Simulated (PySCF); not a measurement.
Species: [Mo(NMe)(SH)4]-, CH7MoNS4 (charge -1 and doublet state).
Bonds: Mo1–N2, Mo1–S7, Mo1–S9, Mo1–S11, Mo1–S13, N2–C3. Hydrogens: H4, H5, H6 on C3; H8 on S7; H10 on S9; H12 on S11; H14 on S13.

Computed, not measured: PBE0-D3(BJ)/def2-SVP geometry optimisation, gas phase, def2 core potentials past Kr in PySCF 2.14.0.

(1) List the bond lengths, angles and torsions at this level.

Results:

(1) 
| bond | length (Å) |
| --- | --- |
| Mo1–N2 | 1.700 |
| Mo1–S7 and 3 like bonds | 2.430 |
| N2–C3 | 1.402 |
| C3–H4, C3–H5, C3–H6 | 1.106 |
| S7–H8 and 3 like bonds | 1.354 |

Bonds in one row agree within 0.01 Å and their mean is given. A selection of angles:
| angle | degrees |
| --- | --- |
| N2–Mo1–S7 | 106.9 |
| S7–Mo1–S9 | 85.2 |
| S7–Mo1–S11 | 146.1 |
| Mo1–N2–C3 | 179.1 |
| N2–C3–H4 | 111.2 |
| H4–C3–H5 | 107.8 |
| Mo1–S7–H8 | 98.6 |

Dihedral angles: H8–S7–Mo1–N2 -74° (synclinal); H10–S9–Mo1–N2 -74° (synclinal); H12–S11–Mo1–N2 -75° (synclinal); H14–S13–Mo1–N2 -74° (synclinal). The mirror-image conformer, all signs reversed, is as good.

Mo1 (molybdenum bonded to N and 4 S) is square pyramidal (τ5 = (β − α)/60° = 0.00 from the two widest angles, 146.2° and 146.1° (0 for a square pyramid, 1 for a trigonal bipyramid)). All 4 Mo–S bonds measure 2.429 to 2.431 Å.

No frequency check. ⟨S²⟩ = 0.763 (exact for a doublet: 0.75).

For an open-shell metal species like this, the optimisation's SCF solution wasn't tested for stability and no frequencies at its level were run, so a lower state or another shape may exist.
